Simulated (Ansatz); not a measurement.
Steps of a relaxation of CH$_{3}$NO$_{4}$Zr (`O=C=[N][Zr]([OH])([OH])[OH]`) with RKS PBE0-D4/def2-TZVP.

```sh
$ ansatz run in.yaml --threads 4 --pin off --events-out ev --progress --plain --max-ram 11315MiB
```

```yaml
crystal:
  periodic: [false, false, false]
  atoms:
    - {symbol: O, position_ang: [2.490580, -2.669150, 1.822150]}
    - {symbol: C, position_ang: [1.745040, -1.922950, 1.327740]}
    - {symbol: N, position_ang: [0.977780, -1.162780, 0.828110]}
    - {symbol: Zr, position_ang: [-0.223790, 0.204870, -0.132530]}
    - {symbol: O, position_ang: [-1.249020, -0.504590, -1.545750]}
    - {symbol: O, position_ang: [-1.487240, 1.063020, 0.971100]}
    - {symbol: O, position_ang: [0.718970, 1.627980, -0.930150]}
    - {symbol: H, position_ang: [-2.213370, -0.430420, -1.565380]}
    - {symbol: H, position_ang: [-1.473390, 2.020230, 1.111150]}
    - {symbol: H, position_ang: [0.714440, 1.773790, -1.886450]}
basis:
  gaussian: {orbitals: def2-TZVP}
hamiltonian: {xc: pbe0, dispersion: d4}
relax: {f_tol: 0.005, max_steps: 150}
```

Positions (Å) and forces (eV/Å) along the path, 13 of 13 steps:

```xyz
10
step=1 energy=-12044.0449 eV
O     2.491   -2.669    1.822    0.277   -0.265    0.166
C     1.745   -1.923    1.328    0.316   -0.356    0.258
N     0.978   -1.163    0.828   -0.257    0.232   -0.157
Zr   -0.224    0.205   -0.133    0.828   -0.976    0.675
O    -1.249   -0.505   -1.546   -1.495   -0.738   -1.093
O    -1.487    1.063    0.971   -0.912    1.329    1.201
O     0.719    1.628   -0.930    0.965    1.145   -1.323
H    -2.213   -0.430   -1.565    0.376   -0.179   -0.272
H    -1.473    2.020    1.111   -0.274   -0.403    0.125
H     0.714    1.774   -1.886    0.176    0.210    0.420
10
step=2 energy=-12044.3075 eV
O     2.482   -2.677    1.824   -0.016    0.021   -0.020
C     1.739   -1.925    1.326   -0.002   -0.022    0.032
N     0.972   -1.155    0.820   -0.274    0.334   -0.244
Zr   -0.246    0.241   -0.157    0.199   -0.237    0.165
O    -1.304   -0.595   -1.564   -0.235    0.193    0.304
O    -1.485    1.107    1.073    0.281    0.278   -0.179
O     0.815    1.647   -0.988   -0.216   -0.235   -0.296
H    -2.264   -0.556   -1.638    0.252   -0.137   -0.141
H    -1.534    2.057    1.233   -0.131   -0.284    0.100
H     0.825    1.856   -1.929    0.141    0.089    0.278
10
step=3 energy=-12044.3525 eV
O     2.449   -2.653    1.807   -0.048    0.053   -0.040
C     1.710   -1.898    1.307    0.002   -0.025    0.031
N     0.948   -1.125    0.797   -0.056    0.094   -0.077
Zr   -0.255    0.259   -0.171    0.012   -0.029    0.024
O    -1.313   -0.611   -1.557   -0.228    0.193    0.292
O    -1.468    1.115    1.091    0.266    0.231   -0.197
O     0.835    1.641   -1.005   -0.227   -0.232   -0.225
H    -2.271   -0.648   -1.650    0.274   -0.092   -0.107
H    -1.539    2.049    1.317   -0.101   -0.259    0.063
H     0.904    1.872   -1.937    0.105    0.065    0.237
10
step=4 energy=-12044.4437 eV
O     2.388   -2.625    1.801    0.055   -0.067    0.050
C     1.672   -1.863    1.285    0.062   -0.058    0.032
N     0.937   -1.080    0.754    0.013   -0.026    0.021
Zr   -0.269    0.286   -0.195   -0.241    0.298   -0.205
O    -1.374   -0.605   -1.507    0.134    0.043    0.162
O    -1.409    1.171    1.090    0.153   -0.123   -0.097
O     0.817    1.612   -1.086   -0.076   -0.180    0.112
H    -2.275   -0.837   -1.710   -0.093   -0.055   -0.080
H    -1.574    2.010    1.510   -0.070    0.083    0.085
H     1.088    1.931   -1.942    0.064    0.085   -0.080
10
step=5 energy=-12044.1661 eV rejected
O     2.332   -2.600    1.797    0.063   -0.083    0.065
C     1.635   -1.830    1.265   -0.138    0.178   -0.138
N     0.922   -1.037    0.715    0.060   -0.075    0.058
Zr   -0.300    0.334   -0.233    0.141   -0.220    0.152
O    -1.411   -0.636   -1.464   -2.570   -1.030   -0.952
O    -1.353    1.200    1.120   -0.820    2.378    1.671
O     0.833    1.584   -1.145    1.189    1.252   -2.387
H    -2.302   -1.011   -1.779    2.506    1.055    0.886
H    -1.613    1.999    1.698    0.752   -2.304   -1.669
H     1.256    1.997   -1.973   -1.183   -1.152    2.314
10
step=6 energy=-12044.4695 eV
O     2.364   -2.622    1.807    0.009   -0.017    0.015
C     1.660   -1.854    1.280    0.038   -0.033    0.016
N     0.938   -1.065    0.738    0.010   -0.019    0.016
Zr   -0.278    0.303   -0.209   -0.118    0.145   -0.103
O    -1.420   -0.618   -1.455    0.020    0.015    0.063
O    -1.351    1.215    1.102    0.057   -0.015   -0.027
O     0.817    1.575   -1.150   -0.025   -0.061    0.012
H    -2.271   -0.912   -1.768    0.012   -0.009   -0.016
H    -1.619    1.988    1.592   -0.012   -0.016    0.008
H     1.160    1.989   -1.937    0.008    0.010    0.015
10
step=7 energy=-12044.4761 eV
O     2.349   -2.616    1.804   -0.003    0.002   -0.001
C     1.649   -1.844    1.273    0.010   -0.011    0.008
N     0.932   -1.054    0.729   -0.010    0.012   -0.008
Zr   -0.288    0.318   -0.220   -0.014    0.013   -0.009
O    -1.474   -0.619   -1.398   -0.023   -0.026   -0.010
O    -1.294    1.273    1.103   -0.005    0.020    0.033
O     0.808    1.533   -1.217    0.029    0.011   -0.023
H    -2.248   -0.977   -1.823    0.024    0.014    0.010
H    -1.659    1.953    1.661    0.009   -0.022   -0.022
H     1.226    2.032   -1.913   -0.017   -0.011    0.021
10
step=8 energy=-12044.4764 eV
O     2.345   -2.619    1.807    0.021   -0.024    0.017
C     1.649   -1.846    1.275   -0.034    0.038   -0.026
N     0.934   -1.054    0.729    0.010   -0.010    0.007
Zr   -0.286    0.318   -0.219    0.033   -0.036    0.023
O    -1.479   -0.626   -1.383   -0.024   -0.007   -0.019
O    -1.276    1.278    1.110   -0.018    0.023    0.015
O     0.813    1.520   -1.226    0.007    0.021   -0.019
H    -2.243   -0.970   -1.835    0.002   -0.002    0.000
H    -1.670    1.952    1.655    0.000   -0.003    0.002
H     1.212    2.046   -1.912    0.002    0.000    0.002
10
step=9 energy=-12044.4765 eV
O     2.343   -2.621    1.809    0.001   -0.002    0.002
C     1.649   -1.847    1.275    0.001   -0.001    0.001
N     0.937   -1.054    0.728   -0.007    0.008   -0.005
Zr   -0.285    0.318   -0.219    0.003   -0.003    0.002
O    -1.483   -0.625   -1.379    0.002    0.002    0.002
O    -1.272    1.283    1.109    0.002   -0.001   -0.002
O     0.811    1.519   -1.233   -0.002   -0.002    0.001
H    -2.241   -0.974   -1.839    0.000    0.000    0.000
H    -1.674    1.949    1.659    0.000    0.000    0.000
H     1.215    2.052   -1.911    0.000    0.000    0.000
10
step=10 energy=-12044.4765 eV
O     2.343   -2.621    1.809    0.001   -0.002    0.002
C     1.649   -1.847    1.275    0.001   -0.001    0.001
N     0.937   -1.054    0.728   -0.007    0.008   -0.005
Zr   -0.285    0.318   -0.219    0.003   -0.003    0.002
O    -1.483   -0.625   -1.379    0.002    0.002    0.002
O    -1.272    1.283    1.109    0.002   -0.001   -0.002
O     0.811    1.519   -1.233   -0.002   -0.002    0.001
H    -2.241   -0.974   -1.839    0.000    0.000    0.000
H    -1.674    1.948    1.659    0.000    0.000    0.000
H     1.215    2.052   -1.911    0.000    0.000    0.000
10
step=11 energy=-12044.4765 eV
O     2.343   -2.621    1.810    0.000    0.000    0.000
C     1.649   -1.847    1.276   -0.001    0.001    0.000
N     0.937   -1.054    0.728   -0.002    0.003   -0.002
Zr   -0.284    0.318   -0.219    0.001   -0.001    0.001
O    -1.482   -0.625   -1.381    0.001    0.000    0.001
O    -1.273    1.282    1.109    0.002   -0.001   -0.001
O     0.811    1.520   -1.232   -0.001   -0.002    0.001
H    -2.238   -0.973   -1.843    0.001    0.000    0.000
H    -1.679    1.944    1.659    0.000    0.000    0.001
H     1.215    2.056   -1.907    0.000    0.001    0.000
10
step=12 energy=-12044.4758 eV rejected
O     2.335   -2.629    1.817   -0.003    0.005   -0.003
C     1.649   -1.851    1.279    0.009   -0.012    0.007
N     0.945   -1.053    0.728   -0.013    0.016   -0.011
Zr   -0.279    0.318   -0.217    0.001   -0.008   -0.004
O    -1.495   -0.629   -1.354   -0.094   -0.029   -0.063
O    -1.243    1.298    1.117   -0.050    0.075    0.043
O     0.813    1.501   -1.257    0.024    0.063   -0.066
H    -2.226   -0.968   -1.866    0.109    0.047    0.079
H    -1.703    1.934    1.661    0.061   -0.082   -0.067
H     1.204    2.080   -1.907   -0.046   -0.076    0.084
10
step=13 energy=-12044.4765 eV
O     2.342   -2.621    1.810   -0.001    0.001   -0.001
C     1.649   -1.847    1.276    0.002   -0.002    0.002
N     0.937   -1.053    0.728   -0.001    0.002   -0.001
Zr   -0.284    0.318   -0.219   -0.001    0.000   -0.001
O    -1.482   -0.625   -1.380   -0.002   -0.001    0.000
O    -1.272    1.283    1.109    0.000    0.002    0.001
O     0.811    1.519   -1.233    0.001    0.000   -0.001
H    -2.237   -0.974   -1.843    0.003    0.001    0.001
H    -1.678    1.945    1.660    0.001   -0.002   -0.002
H     1.215    2.056   -1.907   -0.001   -0.001    0.002
```

It took 26 s on 4 threads of an AMD EPYC 9R45 on a shared host, with 0.72 GiB of host memory at the peak.
